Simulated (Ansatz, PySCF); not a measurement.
The pair A = SiH4 (SMILES [SiH4]) (first 5 atoms), B = AsH3 (SMILES [AsH3]); geometry from B3LYP-D3(BJ)/def2-TZVP.
(charge 0, multiplicity 1):
| atom | x (Å) | y (Å) | z (Å) |
|---|---|---|---|
| Si | 0.0047 | -0.0823 | 0.1973 |
| H | 0.3140 | -0.6296 | -1.1431 |
| H | -1.4219 | 0.3073 | 0.2561 |
| H | 0.8518 | 1.1025 | 0.4583 |
| H | 0.2739 | -1.1135 | 1.2247 |
| As | 0.1119 | 0.4385 | 4.1774 |
| H | -0.6262 | 1.0291 | 5.3751 |
| H | -0.7231 | -0.8361 | 4.2204 |
| H | -0.8503 | 1.0968 | 3.1939 |

Correlated levels freeze the cores. Filled d and f shells under p-block atoms count as core. Rows in 6-31G* carry no dispersion term and start afresh at each structure (6-31G* with six Cartesian d functions); the Pople sets are all-electron and without relativity.

Programs: Ansatz (a first-principles code); PySCF for 6-31G* rows. Values without a source in brackets are computed.

Total energies (hartree), monomers frozen at their geometry in the pair:

| structure | HF/6-31G* | B3LYP/def2-TZVPPD | CCSD(T)/def2-SVPD |
|---|---|---|---|
| AB | -2526.8533391 | -2529.6279496 | -2527.1293049 |
| A in the pair's basis | -291.2252599 | -291.9173202 | -291.3117884 |
| B in the pair's basis | -2235.6297765 | -2237.7118058 | -2235.8167043 |
| A | -291.2250967 | -291.9172956 | -291.3111547 |
| B | -2235.6296755 | -2237.7117062 | -2235.8160359 |

### Question
Work out the interaction energy without and with the counterpoise correction, and the superposition error, for each level.

### Answer

E(AB) − E(A) − E(B), times 627.509 kcal/mol, with the monomers in their own basis and then in the pair's basis:
- HF/6-31G*: 0.90 uncorrected, 1.07 corrected; the monomers gain 0.17 kcal/mol from borrowed functions
- B3LYP/def2-TZVPPD: 0.66 uncorrected, 0.74 corrected; the monomers gain 0.08 kcal/mol from borrowed functions
- CCSD(T)/def2-SVPD: -1.33 uncorrected, -0.51 corrected; the monomers gain 0.82 kcal/mol from borrowed functions
